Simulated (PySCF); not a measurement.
# Trend along the fifth-period p block: MP cations

PBE0 with double-zeta basis sets in PySCF, for the lowest determinant that a PBE0 search found; no spin–orbit coupling. De refers to high-spin ground-configuration atoms (the charge goes to the atom of lower measured ionisation energy or higher electron affinity, which is not always the lowest computed limit). A positive dipole points towards P; it is taken about the centre of mass and depends on that origin.

```
 M       basis  charged atom  state (unpaired electrons)  Re (Å)  ωe (cm⁻¹)  De (eV)  μ (D)
In   def2-SVPD           In+         quartet (σ ↑, π ↑↑)   2.965        116     0.46   0.19
Sn   def2-SVPD           Sn+              triplet (π ↑↑)   2.532        332     2.28  -0.01
Te   def2-SVPD           Te+      singlet (closed shell)   2.169        564     3.98   1.69
 I  x2c-SVPall            I+               doublet (π ↑)   2.270        464     4.11   2.87
```

The shortest bond is that of TeP⁺ (2.169 Å), the longest that of InP⁺ (2.965 Å).

The rows differ in basis set, which adds steps of its own.

The state changes along the series, so neighbouring rows are not always alike in their bonding.

Weak bonds: InP⁺. Basis-set superposition, not corrected here, can be much of De in a small basis, most of all at correlated wavefunction levels. Spin–orbit coupling is left out, which matters for elements this heavy, above all for dissociation energies. For an ion De counts to the pair picked by the measured ionisation energies or electron affinities, which need not be the lowest pair at this level. States were picked by a PBE0 search and need not be the measured ground states.
